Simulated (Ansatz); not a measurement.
`[GeH3][CH2][GeH3]` + `[SiH3]S` → `[SiH3][S][GeH3]` + `[CH3][GeH3]` at 500 K and 1 bar (ligand exchange at a Ge–C bond).

Computed with Ansatz on PBE0-D4/def2-TZVP structures; ΔE is electronic, products minus reactants. CCSD(T)/CBS is the MP2 limit (def2-TZVPP, def2-QZVPP) plus CCSD(T) − MP2 in def2-TZVPP, frozen cores. For Ge outer-core shells are correlated without core-valence functions, which leaves a few kJ/mol of doubt a bond. Scalar relativity is left out up to krypton.

| species | CCSD(T)/CBS energy (Eh) | H − E (kJ/mol) | S (J/(mol·K)) |
| --- | --- | --- | --- |
| `[GeH3][CH2][GeH3]` | -4195.07612 | 238.9 | 410.1 |
| `[SiH3]S` | -689.27336 | 117.6 | 310.5 |
| `[SiH3][S][GeH3]` | -2766.60510 | 175.9 | 412.2 |
| `[CH3][GeH3]` | -2117.76728 | 187.1 | 312.2 |

H − E and S are ideal-gas, rigid-rotor, harmonic terms from PBE0-D4/def2-TZVP. 1 Eh = 2625.50 kJ/mol, R = 8.31446 J/(mol·K).

Question: By hand: ΔE, ΔH, ΔS and ΔG.

Answer: ΔE = (-2766.60510) + (-2117.76728) − (-4195.07612) − (-689.27336) = -0.02290 Eh = -60.1 kJ/mol. Δ(H − E) = 175.9 + 187.1 − 238.9 − 117.6 = 6.5, so ΔH = -53.6 kJ/mol. ΔS = 412.2 + 312.2 − 410.1 − 310.5 = 3.8 J/(mol·K). ΔG = -53.6 − 500 × (3.8)/1000 = -55.5 kJ/mol.

Question: By hand: the equilibrium constant, and the temperature at which ΔG would vanish if ΔH and ΔS stayed fixed.

Answer: log₁₀ K = −ΔG/(RT ln 10) = 5.8. ΔH and −TΔS have one sign here, so there is no such temperature. One of them is within its doubt of zero, so this could turn.

The number of gas molecules stays the same, so ΔS is small and ΔH decides. A doubt of 5 kJ/mol in ΔE shifts log₁₀ K by 0.5 here. Modes under 60 cm⁻¹, often nearly free rotors, make the harmonic entropy too high. These are equilibria of isolated gas molecules and say nothing of rates. Largest T1 diagnostic: 0.011 (customary marks: 0.02 for closed shells, 0.045 for open ones).
